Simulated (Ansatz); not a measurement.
`CCCC` + `CCCCCO` → `CCCCCCCO` + `CC`  (formal exchange of groups at a C–C bond)

Gas-phase electronic energies from Ansatz, PBE0-D4/def2-TZVP geometries. CBS: MP2 limit from def2 TZ/QZ plus the TZ coupled-cluster correction, frozen cores. This one scheme is used for every species. Functionals use def2-TZVPP. Each species was taken in one conformer, which may not be the lowest.

```tsv
level	ΔE (kcal/mol)
B97M-V	0.7
BLYP	1.5
```

Problem. What does CCSD(T)/CBS give? (Best estimate.)

Solution. Ansatz gave: +0.5 kcal/mol. The listed levels differ from it by 0.2, 1.0 kcal/mol.

Largest T1 diagnostic among the species: 0.009.

Leaving LDA and LC-ωPBE aside and taking each functional with its dispersion term where it has one, the values, not all of them listed here, spread over 0.4 kcal/mol, from ωB97M-V to B2PLYP. In def2-TZVPP, CCSD(T) changes the Hartree–Fock value by −0.9 kcal/mol (the triples alone add −0.1 kcal/mol) and MP2 by −0.9 kcal/mol.
